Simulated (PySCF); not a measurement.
Correlation energy of Cr (chromium, neutral)

[Ar] 3d6, high-spin 5D determinant (an excited configuration). All numbers are calculated (PySCF 2.14, the spin-free X2C one-electron Hamiltonian (Gaussian nucleus), in x2c-QZVPPall (11s7p5d3f2g, 96 functions)). Frozen: [Ne]; 14 electrons correlated.

MP2 pair energies summed by pair of shells (mhartree):

| pair | energy | share (%) |
| --- | --- | --- |
| 3p-3d | -179.27 | 41.0 |
| 3d-3d | -98.17 | 22.4 |
| 3p-3p | -85.42 | 19.5 |
| 3s-3p | -35.64 | 8.1 |
| 3s-3d | -33.76 | 7.7 |
| 3s-3s | -5.47 | 1.3 |

Total MP2 correlation energy: -437.73 mhartree.

Same-spin part -167.23 and opposite-spin part -270.49 mhartree; SCS-MP2 scales them by 1/3 and 6/5 to -380.34 mhartree.

This basis was not built for core-valence correlation, so the inner-shell part is incomplete.
